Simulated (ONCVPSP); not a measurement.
Rh: one change to an ONCV potential, before and after

| Property | Result |
| --- | --- |
| Element | rhodium (Rh) |
| Generator | ONCVPSP 4.0.1 |
| Type | optimised norm-conserving Vanderbilt (ONCV) |
| Functional | LDA (Perdew-Zunger) |
| Relativity | fully relativistic |
| Frozen core | [Ar] 3d10 |
| Valence charge | 17 |
| Reference configuration | 4s2 4p6 4d7 5s2 |
| Partial waves | 4s+5s: rc 1.30 bohr, ncon 4, nbas 7, qcut 8.7 1/bohr, 2 projectors; 4p: rc 1.70 bohr, ncon 5, nbas 8, qcut 9.6 1/bohr, 2 projectors, debl 2 Ha; 4d: rc 2.20 bohr, ncon 3, nbas 8, qcut 6 1/bohr, 2 projectors, debl 0.4 Ha |
| Local potential | polynomial inside 1.10 bohr (lpopt 3, dvloc0 3 Ha) |
| Core correction | Teter function, fcfact 3.25, rcfact 1.2 |

Open shells are filled in proportion to 2j + 1.

Change: local potential polynomial inside 0.85 bohr (lpopt 5, dvloc0 1 Ha).

Cutoffs: the cutoffs (Ha) at which the residual kinetic energy of the hardest occupied pseudo-wave falls to 1 and 0.1 mHa per electron; they do not see the model core or the augmentation charge, which bear on the density cutoff. Errors are all-electron minus pseudo energies relative to the spin-unpolarised reference configuration.

Predict the effect on cutoff, ghosts and configuration errors.

The potential gets neither clearly harder nor softer (31 Ha and 36 Ha → 31 Ha and 36 Ha); the lowest positive-energy flag moves from d5/2 at 9.5 eV to s at 97.8 eV; of the 4 tests that both files solve, the error grows in 0 and shrinks in 3 by more than 15 % and 0.3 meV (median size 25.4 → 20.6 meV); the range in which the s phases agree narrows (upper end at the end of the scan → 3.3); the range in which the d5/2 phases agree widens (upper end 0.3 → 4.8); neither file shows a bound ghost.

| quantity | base | changed |
| --- | --- | --- |
| cutoff, loose | 31 Ha | 31 Ha |
| cutoff, tight | 36 Ha | 36 Ha |
| bound ghosts | none | none |
| GHOST(+) flags under 300 eV | d5/2 at 9.5 eV, d3/2 at 35.7 eV | s at 97.8 eV |
| error for 4s2 4p6 4d8 5s1, meV [ΔE -2.38 eV] | +44 | +37 |
| error for 4s2 4p6 4d8 5s0, meV [ΔE 5.41 eV] | +79 | +62 |
| error for 4s2 4p6 4d7 5s0, meV [ΔE 25.18 eV] | +6.5 | +4.4 |
| error for 4s2 4p6 4d7 5s1 5p1, meV [ΔE 4.23 eV] | +0.6 | +0.4 |
| s: phases at 1.32 bohr within 0.05 rad from the reference energy up to (Ha; the scan ends near 5) | to the end of the scan | 3.3 |
| p3/2: phases at 1.72 bohr within 0.05 rad from the reference energy up to (Ha; the scan ends near 5) | to the end of the scan | to the end of the scan |
| p1/2: phases at 1.72 bohr within 0.05 rad from the reference energy up to (Ha; the scan ends near 5) | to the end of the scan | to the end of the scan |
| d5/2: phases at 2.23 bohr within 0.05 rad from the reference energy up to (Ha; the scan ends near 5) | 0.3 | 4.8 |
| d3/2: phases at 2.23 bohr within 0.05 rad from the reference energy up to (Ha; the scan ends near 5) | 0.8 | 4.8 |
| rms error of d²Exc/dni dnj with the model core, mHa | 5.94 | 5.94 |
